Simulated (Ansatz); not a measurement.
`C[Si](F)(P)Cl` and `C[Si](C)(P)Cl` differ in one atom or group.

Ansatz, PBE0-D4/def2-TZVP geometries, multiplicity 1. Each molecule was computed in one conformer, which needn't be the lowest.

| property | `C[Si](F)(P)Cl` |
| --- | --- |
| HOMO–LUMO gap (ωB97M-V/def2-TZVPP) / eV | 11.99 |
| HOMO–LUMO gap (B3LYP/def2-TZVPP) / eV | 7.56 |
| LUMO energy (ωB97M-V/def2-TZVPP) / eV | 1.98 |
| HOMO–LUMO gap (PBE/def2-TZVPP) / eV | 5.93 |
| size of the dipole moment (PBE/def2-TZVPP) / D | 1.69 |
| LUMO energy (PBE0/def2-TZVPP) / eV | 0.10 |

(1) Give the same properties after the change, and the shifts. (An estimate is asked.)

## Answers

(1) The calculation gave: 
```json
{"property": "HOMO–LUMO gap (ωB97M-V/def2-TZVPP) / eV", "`C[Si](C)(P)Cl`": "11.54", "shift": "-0.45"}
{"property": "HOMO–LUMO gap (B3LYP/def2-TZVPP) / eV", "`C[Si](C)(P)Cl`": "7.35", "shift": "-0.21"}
{"property": "LUMO energy (ωB97M-V/def2-TZVPP) / eV", "`C[Si](C)(P)Cl`": "2.00", "shift": "0.02"}
{"property": "HOMO–LUMO gap (PBE/def2-TZVPP) / eV", "`C[Si](C)(P)Cl`": "5.77", "shift": "-0.16"}
{"property": "size of the dipole moment (PBE/def2-TZVPP) / D", "`C[Si](C)(P)Cl`": "2.29", "shift": "0.60"}
{"property": "LUMO energy (PBE0/def2-TZVPP) / eV", "`C[Si](C)(P)Cl`": "0.34", "shift": "0.24"}
```

With PBE0 the HOMO rises by 0.46 eV and the LUMO rises by 0.24 eV, so the gap narrows by about 0.22 eV. PBE moves the HOMO by 0.41 eV and ωB97M-V by 0.47 eV. The zero-point energy changes by 89.0 kJ/mol with +9 modes. Dipoles are sizes alone; their direction can turn.

Positive LUMOs are unbound, so they and the gaps depend on the basis.

B3LYP here is the variant with VWN-RPA as its local correlation; programs differ in this.
